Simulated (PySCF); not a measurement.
## Ionisation energy of Ag³⁺ by level of theory

Ag³⁺ [Kr] 4d8 [4d3/2^4 4d5/2^4, M_J = 4] → Ag⁴⁺ [Kr] 4d7 [4d3/2^4 4d5/2^3, M_J = 9/2], as a difference of total energies. Computed with PySCF 2.14 in x2c-SVPall-2c, with the two-component X2C-1e Hamiltonian. Correlated levels: [Ar] 3d10 frozen; the 6 highest virtual spinors dropped. "Screened" scales the spin-orbit matrix elements by Boettger's factors to mimic the two-electron term; Breit and QED terms are absent.

```tsv
method	ionisation energy (eV)
GHF (spin-free)	48.649
GMP2 (spin-free)	49.672
GHF (screened spin-orbit)	48.560
GMP2 (screened spin-orbit)	49.581
```

Problem. How much does correlation contribute at GMP2 (screened spin-orbit)?

Solution. 49.581 − (48.560) = 1.021 eV, measured against GHF (screened spin-orbit).

The spin-free rows relax to the high-spin LS determinant and lack the spin-orbit shift.

Errors of the correlated levels include the incompleteness of this basis and the frozen core.

The labels give the starting determinants; with spin-orbit coupling the two ends relaxed to ⟨J²⟩ = 20.01, ⟨L²⟩ = 12.08, ⟨S²⟩ = 2.00 and ⟨J²⟩ = 24.76, ⟨L²⟩ = 12.27, ⟨S²⟩ = 3.67.

For comparison: 49 ± 1.7 eV (theoretical estimate listed by NIST; NIST Atomic Spectra Database, ionization energies).
